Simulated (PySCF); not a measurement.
C4H3B.

```xyz
8

B      0.0000     0.0000    -0.8477
C      0.0000     1.3227    -0.1085
C      0.0000     2.3974     0.4695
H      0.0000     3.3430     0.9805
C      0.0000    -1.3227    -0.1085
C      0.0000    -2.3974     0.4695
H      0.0000    -3.3430     0.9805
H      0.0000     0.0000    -2.0548
```

Geometry: B3LYP-D3(BJ)/def2-SVP.

Method: HF/pcSseg-1 (PySCF). Non-relativistic, no solvent.

Computed absolute GIAO shielding of each atom: isotropic value and principal components (ppm):
```json
[
 {"atom": "B1", "σ(iso)": "66.4", "σ11": "18.5", "σ22": "41.4", "σ33": "139.2", "span": "120.7"},
 {"atom": "C2", "σ(iso)": "108.7", "σ11": "-7.1", "σ22": "0.3", "σ33": "333.1", "span": "340.2"},
 {"atom": "C3", "σ(iso)": "55.2", "σ11": "3.6", "σ22": "26.4", "σ33": "135.5", "span": "131.9"},
 {"atom": "H4", "σ(iso)": "26.5", "σ11": "24.1", "σ22": "24.4", "σ33": "31.1", "span": "7.0"},
 {"atom": "C5", "σ(iso)": "108.7", "σ11": "-7.1", "σ22": "0.3", "σ33": "333.1", "span": "340.2"},
 {"atom": "C6", "σ(iso)": "55.2", "σ11": "3.6", "σ22": "26.4", "σ33": "135.5", "span": "131.9"},
 {"atom": "H7", "σ(iso)": "26.5", "σ11": "24.1", "σ22": "24.4", "σ33": "31.1", "span": "7.0"},
 {"atom": "H8", "σ(iso)": "26.3", "σ11": "25.1", "σ22": "26.3", "σ33": "27.4", "span": "2.4"}
]
```
